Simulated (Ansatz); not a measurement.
iridium atom (Ir), quartet (core potentials on Ir).

The Ansatz (a first-principles code) input:
Ansatz 0.2 input:
```yaml
crystal:
  periodic: [false, false, false]
  atoms:
    - {symbol: Ir, position_ang: [0.00000000, 0.00000000, 0.00000000]}
basis:
  gaussian:
    orbitals: def2-SVP
hamiltonian:
  xc: blyp
magnetization: {spin_polarized: true, initial_magnetization: 3}
```

Question: What does this run give for the number of basis functions, <S^2>?

Answer: 
* **number of basis functions**: 32
* **<S^2>**: 3.754

Question: Roughly what does it cost on one core?

Answer: roughly 25 core-seconds.
